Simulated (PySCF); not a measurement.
Coordinates in bohr (charge 0 multiplicity 1):
```
Zr    0.0000    0.0000    0.0000
H    -2.0095   -2.0095    2.0095
H    -2.0095    2.0095   -2.0095
H     2.0095    2.0095    2.0095
H     2.0095   -2.0095   -2.0095
```

These are results of PBE0/[Zr x2c-TZVPall, H x2c-TZVPall], spin-free X2C, density fitting, no spin–orbit coupling, PySCF, not measurements.

This geometry of ZrH4 is a stationary point at this level.

(1) What is the point group?

(2) Is it a minimum?

(3) Which band is strongest in the infrared?

(4) What are the dipole moment and the gap between the highest occupied and lowest empty levels?

(5) Give the ideal-gas entropy at 298.15 K and 1 bar by parts.

## Answers

(1) Td.

(2) Yes: all harmonic wavenumbers are real.

(3) 1685 cm⁻¹ (t2), 1712 km/mol.

(4) 0.00 D and 6.08 eV.

(5) translation 165.5, rotation 55.4, vibration 11.0, spin 0.0; total 232.0 J/(mol K).

Stability towards spin polarisation was not tested. Only a few start shapes were tried, so a lower isomer may exist.
